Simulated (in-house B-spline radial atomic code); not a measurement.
# Solving the quasi-particle equation for 3p up of the calcium ion Ca⁵⁺

Configuration [Ne] 3s2 3p3, highest spin, start PBE; correlation leaves out the 4 deepest shells. Computed with an all-electron radial atomic-structure program (B-spline basis): all electrons, scalar-relativistic (spin-free one-electron X2C), finite nucleus, each spin shell either full or empty, empty states to l = 9 with an (l + 1/2)⁻⁴ tail; G0W0 by contour deformation at full frequency.

At the mean-field level ε = -98.321 eV the matrix elements are Σx = -36.315 eV, v_xc = -26.864 eV and Σc(ε) = -0.936 eV, and the slope of the correlation self-energy is dΣc/dω = -0.0256. The quasi-particle energy solves E = ε + Σx − v_xc + Σc(E).

(1) What does the linearised equation give?

(2) How does that compare with the full solution and with static screening?

## Answers

(1) Z = 1/(1 − dΣc/dω) = 1/1.0256 = 0.9750. The first-order shift is Σx − v_xc + Σc(ε) = -36.315 − (-26.864) + (-0.936) = -10.387 eV, so E ≈ ε + Z × shift = -98.321 + 0.9750 × (-10.387) = -108.448 eV.

(2) Solving the equation at full frequency dependence gives E = -108.452 eV, where Σc = -0.680 eV and the weight is 0.975; the linearised value is off by 3 meV. Leaving Z out would give -108.708 eV. Static COHSEX puts -2.868 eV in place of Σc and gives -110.640 eV, 2.19 eV deeper.
